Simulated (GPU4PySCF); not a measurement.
A structure optimised at PBE-D3(BJ)/def2-TZVP, used in a GPU4PySCF frequency run:

```
C
C 1 1.4232
C 1 1.4298 2 120.07
C 3 1.4057 1 118.99 2 180.00
H 4 1.0922 3 119.02 1 180.00
C 4 1.3944 5 120.21 3 180.00
H 6 1.0913 4 119.70 5 0.00
C 6 1.3944 7 119.70 4 180.00
H 8 1.0922 6 120.21 7 0.00
C 8 1.4057 9 119.02 6 180.00
C 2 1.4298 1 120.07 3 0.00
C 11 1.4057 2 118.99 1 180.00
H 12 1.0922 11 119.02 2 180.00
C 12 1.3944 13 120.21 11 180.00
H 14 1.0913 12 119.70 13 0.00
C 14 1.3944 15 119.70 12 180.00
H 16 1.0922 14 120.21 15 0.00
C 16 1.4057 17 119.02 14 180.00
C 3 1.4334 4 122.39 5 0.00
C 19 1.3656 3 121.32 4 180.00
H 19 1.0923 20 120.42 11 180.00
H 20 1.0923 19 120.42 21 0.00
C 18 1.4334 16 122.39 17 0.00
C 23 1.3656 18 121.32 16 180.00
H 23 1.0923 24 120.42 10 180.00
H 24 1.0923 23 120.42 25 0.00
```
Charge 0, spin multiplicity 1.

**Question.** Write its SMILES, formula and point group.

**Answer.** c1cc2ccc3cccc4ccc(c1)c2c34, C16H10, D2h

**Question.** What are its rotational constants (standard atomic weights)?

**Answer.** 1.0093, 0.55426, 0.35779 GHz
